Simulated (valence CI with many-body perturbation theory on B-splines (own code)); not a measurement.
## Nd⁵²⁺: calculated level list

Calculated by relativistic CI+MBPT: six valence electrons over a frozen Dirac-Fock core [He], a basis of 9 s, 9 p, 8 d, 6 f, 3 g, 1 h functions for each j, with the one-electron correlation potential Σ1 (screened to all orders), the two-electron term Σ2, the three-electron term Σ3, Breit, model QED; selected single and double excitations, second order for the rest, scaled by the run's own slope (own B-spline code, finite nucleus).

No measured spectrum was set against this ion. As an estimate, large intervals hold to a few tenths of a per cent, small ones and those within an open d or f shell to about a per cent. Among the levels kept, up to 2400 cm⁻¹ of a level comes from second order outside the variational space, and about a tenth of that is noise between levels of different J, which matters for small intervals.

Levels 46 to 66 of 66, with energies above the lowest level, (2s^2 2p1/2^2 2p3/2^2) J=2. "Leading %" is the weight of the configuration and term that name the level; weights of strongly mixed levels are sums over their largest components and can fall short, and the name can then belong to a minority configuration. In the jj column 3d3/2^4 stands for four electrons in 3d with j = 3/2.

| No. | Configuration | Term | J | E (eV) | Leading % | Second component | g | Leading jj |
| --- | --- | --- | --- | --- | --- | --- | --- | --- |
| 46 | 2s.2p4.3s | 3P | 2 | 6382.9 | 49 | 13 % 2s.2p4.3s 3D | 1.357 | 2s 2p1/2^2 2p3/2^2 3s (81 %) |
| 47 | 2s2.2p3.3p | 3P | 1 | 6387.9 | 74 | 12 % 2s2.2p3.3p 1P | 1.437 | 2s^2 2p1/2 2p3/2^2 3p3/2 (94 %) |
| 48 | 2s2.2p3.3p | 1D | 2 | 6404.3 | 40 | 23 % 2s2.2p3.3p 3P | 1.186 | 2s^2 2p1/2 2p3/2^2 3p3/2 (88 %) |
| 49 | 2s2.2p3.3p | 3P | 1 | 6407.7 | 36 | 22 % 2s2.2p3.3p 3S | 1.553 | 2s^2 2p1/2 2p3/2^2 3p3/2 (83 %) |
| 50 | 2s2.2p3.3p | 3D | 2 | 6418.3 | 39 | 36 % 2s2.2p3.3p 1D | 1.147 | 2s^2 2p1/2 2p3/2^2 3p3/2 (97 %) |
| 51 | 2s2.2p3.3d | 5D° | 1 | 6445.7 | 45 | 40 % 2s2.2p3.3d 3D° | 1.025 | 2s^2 2p1/2 2p3/2^2 3d3/2 (99 %) |
| 52 | 2s2.2p3.3d | 5D° | 2 | 6446.9 | 36 | 34 % 2s2.2p3.3d 3F° | 1.131 | 2s^2 2p1/2 2p3/2^2 3d3/2 (90 %) |
| 53 | 2s2.2p3.3d | 5D° | 0 | 6448.0 | 53 | 27 % 2s2.2p3.3d 1S° |  | 2s^2 2p1/2 2p3/2^2 3d3/2 (98 %) |
| 54 | 2s2.2p3.3d | 3G° | 3 | 6449.3 | 22 | 16 % 2s.2p4.3p 3D° | 1.208 | 2s^2 2p1/2 2p3/2^2 3d3/2 (55 %) |
| 55 | 2s.2p4.3s | 3S | 1 | 6450.5 | 46 | 24 % 2s.2p4.3s 5P | 1.855 | 2s 2p1/2^2 2p3/2^2 3s (86 %) |
| 56 | 2s.2p4.3p | 5P° | 2 | 6453.7 | 28 | 21 % 2s.2p4.3p 3P° | 1.534 | 2s 2p1/2^2 2p3/2^2 3p1/2 (86 %) |
| 57 | 2s.2p4.3s | 3P | 2 | 6455.3 | 50 | 17 % 2s.2p4.3s 1D | 1.372 | 2s 2p1/2^2 2p3/2^2 3s (96 %) |
| 58 | 2s.2p4.3s | 3P | 1 | 6455.9 | 36 | 30 % 2s.2p4.3s 3D | 1.102 | 2s 2p1/2^2 2p3/2^2 3s (90 %) |
| 59 | 2s2.2p3.3d | 3F° | 3 | 6458.0 | 19 | 16 % 2s2.2p3.3d 3G° | 1.191 | 2s^2 2p1/2 2p3/2^2 3d3/2 (54 %) |
| 60 | 2s2.2p3.3d | 3G° | 4 | 6468.0 | 53 | 34 % 2s2.2p3.3d 1G° | 1.040 | 2s^2 2p1/2 2p3/2^2 3d3/2 (99 %) |
| 61 | 2s.2p4.3s | 1S | 0 | 6469.1 | 62 | 37 % 2s.2p4.3s 3P |  | 2s 2p1/2^2 2p3/2^2 3s (99 %) |
| 62 | 2s2.2p3.3d | 3P° | 2 | 6480.7 | 33 | 24 % 2s2.2p3.3d 3D° | 1.228 | 2s^2 2p1/2 2p3/2^2 3d3/2 (88 %) |
| 63 | 2s2.2p3.3d | 5D° | 4 | 6482.1 | 54 | 19 % 2s2.2p3.3d 3G° | 1.287 | 2s^2 2p1/2 2p3/2^2 3d5/2 (99 %) |
| 64 | 2s2.2p3.3d | 3F° | 3 | 6483.1 | 34 | 33 % 2s2.2p3.3d 3D° | 1.176 | 2s^2 2p1/2 2p3/2^2 3d3/2 (86 %) |
| 65 | 2s2.2p3.3d | 3S° | 1 | 6483.7 | 28 | 27 % 2s2.2p3.3d 3P° | 1.301 | 2s^2 2p1/2 2p3/2^2 3d3/2 (86 %) |
| 66 | 2s2.2p3.3d | 3D° | 3 | 6484.0 | 53 | 26 % 2s2.2p3.3d 5D° | 1.303 | 2s^2 2p1/2 2p3/2^2 3d5/2 (98 %) |

Where two levels of one J and parity lie close, their mixing, g and order are uncertain.
